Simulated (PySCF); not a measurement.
B⁺: excitation energy

B⁺ [He] 2s2 (1S) → B⁺ [He] 2s1 3d1 (3D), as a difference of total energies. Computed with PySCF 2.14 in x2c-TZVPPall with one added diffuse shell each of s, p, d type (6s4p3d1f, 40 functions), with the spin-free X2C one-electron Hamiltonian (Gaussian nucleus). Correlated levels: valence and next inner shell: nothing frozen. The calculations carry no spin-orbit coupling.

```tsv
method	excitation energy (eV)
UHF	17.268
MP2 (valence and next inner shell)	18.186
SCS-MP2 (valence and next inner shell)	18.420
CCSD (valence and next inner shell)	18.733
CCSD(T) (valence and next inner shell)	18.738
```

Task: How much does correlation contribute at CCSD(T) (valence and next inner shell)?

Result: 18.738 − (17.268) = 1.470 eV, measured against UHF.

The promoted electron is Rydberg-like, and one or two diffuse shells describe it only roughly, which tends to raise the upper state.
